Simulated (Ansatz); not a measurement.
C₃H₇NSi₂, SMILES C1(=C[SiH2]N=C1)[SiH3].

The structure is a stationary point at PBE0-D3(BJ)/def2-SVP. A frequency run showed that this geometry is not a minimum. This is a generated structure with no PubChem entry under its InChIKey; it may be hypothetical.

Two levels are set side by side: PBE/def2-SVPD (Ansatz, an electronic-structure program) and PBE0/def2-SVPD (Ansatz). Energy differences of separate SCF runs at the same geometry; the states with an electron removed or added have multiplicity 2 and 2. Differences are taken from unrounded values.

```tsv
quantity	PBE0	PBE	PBE minus PBE0
vertical ionisation energy (eV)	9.34	9.18	-0.16
vertical electron affinity (eV)	0.58	0.63	0.05
vertical singlet–triplet gap (eV)	3.05	2.96	-0.09
```
